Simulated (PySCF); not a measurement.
TiO: from constants to spectrum

ROHF-CCSD(T) constants of TiO, ³Δ (triplet), unpaired electrons σ ↑, δ ↑ (Ti def2-TZVPPD, O def2-TZVPPD; no relativity (PySCF 2.14); masses 47.9479 and 15.9949 u):

* ωe: 1014.7 cm⁻¹
* ωexe: 4.51 cm⁻¹
* Be: 0.53126 cm⁻¹
* αe: 0.00294 cm⁻¹
* De to Ti (3d2 4s2) + O: 6.73 eV

What force constant and bond length do these constants imply?

Reduced mass μred = 11.994 u; k = 5.8918×10⁻⁷·μred·ωe² (u, cm⁻¹, mdyn/Å) = 7.28 mdyn/Å; Re = √(16.8576/(μred·Be)) (u, cm⁻¹, Å) = 1.627 Å.

Estimate the centrifugal constant D from the Kratzer relation and find the Dunham coefficient a1.

D = 4Be³/ωe² = 5.83e-07 cm⁻¹; a1 = −1 − αeωe/(6Be²) = -2.76.

Correlated steps freeze 6 core orbitals. The CCSD T1 diagnostic is raised, a sign that a single reference may not be enough here. With d or f electrons several states lie close, and the lowest PBE0 determinant need not be the measured ground state.
